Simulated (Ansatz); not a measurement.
C₆H₁₅In (SMILES C[CH2][In]([CH2]C)[CH2]C), singlet, at a GFN2-xTB geometry (such geometries of metal compounds can be far from the true shape) (all electrons, no relativity); Ansatz (a first-principles code) with PBE/STO-3G.

Ansatz was given this input:
Ansatz 0.2 input:
```yaml
crystal:
  periodic: [false, false, false]
  atoms:
    - {symbol: In, position_ang: [0.07649762, -0.22200321, 0.00693532]}
    - {symbol: C, position_ang: [2.02672712, 0.15771225, -1.13545282]}
    - {symbol: C, position_ang: [2.36142183, 1.63252338, -1.31068090]}
    - {symbol: H, position_ang: [1.94066758, -0.33083748, -2.11056739]}
    - {symbol: H, position_ang: [2.82357011, -0.35209405, -0.58529438]}
    - {symbol: H, position_ang: [2.45995188, 2.12575404, -0.34227827]}
    - {symbol: H, position_ang: [1.58050189, 2.14303965, -1.87522276]}
    - {symbol: H, position_ang: [3.30396277, 1.75910326, -1.84981189]}
    - {symbol: C, position_ang: [-0.38833693, -2.35436143, 0.69839517]}
    - {symbol: C, position_ang: [-1.78872250, -2.44716336, 1.28982773]}
    - {symbol: H, position_ang: [0.35867416, -2.65031795, 1.44040329]}
    - {symbol: H, position_ang: [-0.28641149, -3.03119926, -0.15454106]}
    - {symbol: H, position_ang: [-2.54125842, -2.18219544, 0.54491415]}
    - {symbol: H, position_ang: [-1.89692529, -1.76512216, 2.13538012]}
    - {symbol: H, position_ang: [-2.00419206, -3.45898083, 1.64236480]}
    - {symbol: C, position_ang: [-1.45686153, 1.39454694, 0.51776553]}
    - {symbol: C, position_ang: [-1.14581916, 2.75242261, -0.09509029]}
    - {symbol: H, position_ang: [-1.50381275, 1.47106885, 1.60794101]}
    - {symbol: H, position_ang: [-2.43115501, 1.03525521, 0.17402415]}
    - {symbol: H, position_ang: [-1.10938311, 2.68711054, -1.18368891]}
    - {symbol: H, position_ang: [-0.18333376, 3.12590196, 0.25648098]}
    - {symbol: H, position_ang: [-1.90969286, 3.48758859, 0.17147927]}
basis:
  gaussian:
    orbitals: STO-3G
hamiltonian:
  xc: pbe
accuracy: high
```

It wrote (shortened):

```
Functional definition: PBE
1555 factors; integrals over basis functions are off by at most 1.8e-8 eV
mean field evaluation 1: about -161054.9105 eV, gradient 2.7e1 eV
mean field evaluation 2: about -161054.0095 eV, gradient 3.1e1 eV
mean field evaluation 4: about -161057.7613 eV, gradient 8.6e-1 eV
mean field evaluation 8: about -161057.4852 eV, gradient 6.4e-2 eV
mean field evaluation 16: about -161057.4852 eV, gradient 6.9e-6 eV
mean field -161057.48516778 eV, -5918.7534112316 hartree, gradient 9.9e-8 eV, S^2 0.000000; 0 other end points of the search recorded, 0 dependent functions left out
reference -161057.48517162 eV, -5918.7534113728 hartree; 50, 50 occupied and 22, 22 virtual orbitals, 1555 factors
Total energy: -161057.48517162 eV, -5918.7534113728 hartree
```
